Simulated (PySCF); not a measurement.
# ZrBr: frontier orbitals

r²SCAN0 at R = 2.530 Å; basis Zr def2-TZVPPD with ECP28, Br def2-TZVPPD; scalar-relativistic core potentials; PySCF 2.14. State: quartet, unpaired electrons σ ↑, π ↑, δ ↑, a mixture of terms (⟨Lz²⟩ = 4.9). Only the outer orbitals are listed, counted within each symmetry, core potentials removing the inner ones.

```tsv
spin	orbital	occ.	ε (eV)	on Zr (%)	main shells (%)
α	9σ	1	-20.82	5	95 Br s
α	10σ	1	-9.23	21	77 Br p, 10 Zr d, 8 Zr s
α	5π	1	-8.49	15	85 Br p, 13 Zr d
α	5π	1	-8.35	9	90 Br p
α	2δ	1	-5.77	100	86 Zr d, 14 Zr s
α	11σ	1	-5.35	100	64 Zr s, 32 Zr d
α	6π	1	-4.98	88	82 Zr d, 11 Br p
α	6π	0	-2.13	95	79 Zr d, 16 Zr p
α	2δ	0	-2.06	100	100 Zr d
α	12σ	0	-1.83	94	50 Zr d, 39 Zr p
β	4π	1	-34.45	100	100 Zr p
β	8σ	1	-34.41	99	99 Zr p
β	4π	1	-33.82	100	100 Zr p
β	9σ	1	-20.81	4	96 Br s
β	10σ	1	-9.09	16	82 Br p
β	5π	1	-8.35	7	93 Br p
β	5π	1	-8.23	6	94 Br p
β	11σ	0	-1.80	99	83 Zr s, 9 Zr p
β	6π	0	-0.87	94	86 Zr d, 8 Zr p
β	2δ	0	-0.74	99	99 Zr d
```

**Question.** Which are the highest filled and the lowest empty level, where do they sit, and how wide is the gap?

**Answer.** Highest filled α 6π at -4.98 eV (in %: 82 Zr d, 11 Br p); lowest empty α 6π at -2.13 eV (in %: 79 Zr d, 16 Zr p); the gap at r²SCAN0 is 2.85 eV. Both belong to one degenerate shell, split only by its one-sided filling, so this is no excitation gap.

```json
{
  "bond order (Mayer)": "1.13",
  "⟨S²⟩": "3.756",
  "charge on Zr (Mulliken, basis-dependent)": "0.29",
  "charge on Zr (Löwdin, basis-dependent)": "0.08",
  "dipole moment (positive dipole means Zr(−)Br(+))": "-3.82 D"
}
```

Spin–orbit coupling is left out. The state is the lowest single determinant that the PBE0 search found; with open d or f shells the true ground state can be another one.
